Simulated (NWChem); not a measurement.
# CH$_{3}$F$_{2}$Sc; SMILES [CH3][Sc]([F])[F]

Program: NWChem. Coordinates come from a PBE0/def2-SVP optimisation. Ions are spin-unrestricted doublets at the neutral geometry; other ion states weren't tried.

For level PBE/def2-SVP:

| Property | Result |
|---|---|
| vertical ionisation energy, ΔSCF (eV) | 9.50 |
| −ε(HOMO) (eV) | 5.82 |

How do the values read with level CAM-B3LYP/def2-SVP instead?

The vertical ionisation energy, ΔSCF (eV) comes out as 9.79 and the −ε(HOMO) (eV) comes out as 8.67.
